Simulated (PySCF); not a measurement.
# Dipole moment and polarisability of Br3Si(SH)

Species: Br3Si(SH), Br3HSSi.
Geometry (PBE0-D3(BJ)/def2-SVP, Å), atoms numbered from 1 in this order:
```
atom  x, y, z in Å
S1     1.400   -0.687   -0.877
Si2   -0.404    0.007   -0.008
Br3   -0.504    2.216    0.041
Br4   -2.014   -0.791   -1.285
Br5   -0.648   -0.713    2.070
H6     2.177   -0.028    0.015
```

Level: CAM-B3LYP/def2-SVPD (PySCF), static field, nuclei fixed, core orbitals frozen in the response. The polarisability tensor in these axes (au):

```
x   107.21   0.61   0.71
y     0.61 109.00   0.41
z     0.71   0.41 109.50
```

**Question.** What are the eigenvalues, a third of the trace, and Δα (Δα² = ½Σ(αi − αj)² over the three pairs)?

**Answer.** Principal values 106.89, 108.79 and 110.03 au; mean 108.57 au = 16.09 Å³ = 17.90 × 10⁻⁴⁰ C²·m²/J; Δα = 2.73 au (3 % of the mean).

**Question.** What is the dipole moment, and where does it point?

**Answer.** (0.92, 0.17, 0.24) D, 0.97 D in size, pointing from the negative to the positive side. Measured along this direction, the outermost atoms are Br4 at the negative end and H6 at the positive end.

**Question.** Molar refractivity from α?

**Answer.** Lorentz–Lorenz: R = (4π/3)N_A α = 2.5225 cm³/(mol·Å³) × 16.09 Å³ = 40.6 cm³/mol, in the limit of long wavelengths.

**Question.** What would n − 1 = 2πNα be for an ideal gas of these molecules at 500 K and 1 atm, electronic part alone?

**Answer.** N = p/kT = 1.4678 × 10¹⁹ cm⁻³, so n − 1 = 2π × N × 16.09 × 10⁻²⁴ cm³ = 1484 × 10⁻⁶ at long wavelengths.

**Question.** In a dilute gas of rigid molecules at 500 K, how does the orientational term μ²/3kT compare with the electronic polarisability?

**Answer.** In Gaussian units μ²/3kT = 4.56 Å³ against 16.09 Å³, a ratio of 0.28; the Debye molar polarisation (4π/3)N_A(α + μ²/3kT) is 52.1 cm³/mol, leaving out the vibrational part.

Isolated species at its PBE0-D3(BJ)/def2-SVP geometry, gas phase. The calculation is non-relativistic, for bromine too.
